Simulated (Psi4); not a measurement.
Approach curve of the dimer C2H6 ··· BCl3 (SMILES CC and ClB(Cl)Cl). Monomers: optimised at B3LYP-D3(BJ) (def2-TZVP), held rigid. Orientation: a higher rigid-body minimum at GFN2-xTB. The monomers approach along the line of their centres of mass (distance R); nothing else relaxes.

Geometry at R = 3.98 Å (first 8 atoms: monomer A):
```
12

C      0.7630     0.0116    -0.0039
C     -0.7630    -0.0116     0.0039
H      1.1445     0.8297    -0.6181
H      1.1632     0.1416     1.0036
H      1.1720    -0.9186    -0.4034
H     -1.1720     0.9187     0.4032
H     -1.1632    -0.1418    -1.0035
H     -1.1445    -0.8296     0.6182
Cl     0.3053    -3.0621     1.8554
B      2.0375    -2.9925     1.6540
Cl     2.7942    -3.8196     0.3164
Cl     3.0133    -2.0986     2.7918
```

Levels of theory: PBE/def2-TZVP, counterpoise-corrected (Psi4); PBE-D3(BJ)/def2-TZVP, counterpoise-corrected (Psi4); B3LYP/def2-TZVP, counterpoise-corrected (Psi4); SAPT0/jun-cc-pVDZ, frozen core (Psi4).

Interaction energies in kcal/mol; the last columns give the difference from SAPT0:

```
R / Å  PBE/def2-TZVP  PBE-D3(BJ)/def2-TZVP  B3LYP/def2-TZVP  SAPT0/jun-cc-pVDZ  PBE/def2-TZVP − SAPT0/jun-cc-pVDZ  PBE-D3(BJ)/def2-TZVP − SAPT0/jun-cc-pVDZ  B3LYP/def2-TZVP − SAPT0/jun-cc-pVDZ
-----  -------------  --------------------  ---------------  -----------------  ---------------------------------  ----------------------------------------  -----------------------------------
3.42            5.19                  2.39             7.24               4.10                               1.08                                     -1.71                                 3.14
3.61            2.39                 -0.08             3.92               1.26                               1.12                                     -1.34                                 2.66
3.76            1.15                 -1.05             2.42               0.10                               1.05                                     -1.15                                 2.32
3.98            0.22                 -1.62             1.23              -0.66                               0.88                                     -0.97                                 1.89
4.15           -0.11                 -1.70             0.76              -0.84                               0.73                                     -0.85                                 1.60
4.40           -0.30                 -1.54             0.42              -0.83                               0.54                                     -0.71                                 1.25
4.69           -0.31                 -1.23             0.26              -0.68                               0.38                                     -0.55                                 0.94
4.97           -0.25                 -0.94             0.18              -0.53                               0.27                                     -0.41                                 0.71
5.51           -0.13                 -0.52             0.10              -0.30                               0.17                                     -0.22                                 0.40
6.16           -0.04                 -0.24             0.04              -0.16                               0.11                                     -0.09                                 0.19
7.20           -0.01                 -0.08             0.00              -0.06                               0.05                                     -0.02                                 0.06
8.51            0.00                 -0.03             0.00              -0.02                               0.02                                     -0.01                                 0.02
```

PBE/def2-TZVP is furthest from SAPT0/jun-cc-pVDZ at 3.61 (1.12 kcal/mol, above); its mean absolute difference over the points is 0.53 kcal/mol.

PBE-D3(BJ)/def2-TZVP is furthest from SAPT0/jun-cc-pVDZ at 3.42 (-1.71 kcal/mol, below); its mean absolute difference over the points is 0.67 kcal/mol.

B3LYP/def2-TZVP is furthest from SAPT0/jun-cc-pVDZ at 3.42 (3.14 kcal/mol, above); its mean absolute difference over the points is 1.27 kcal/mol.
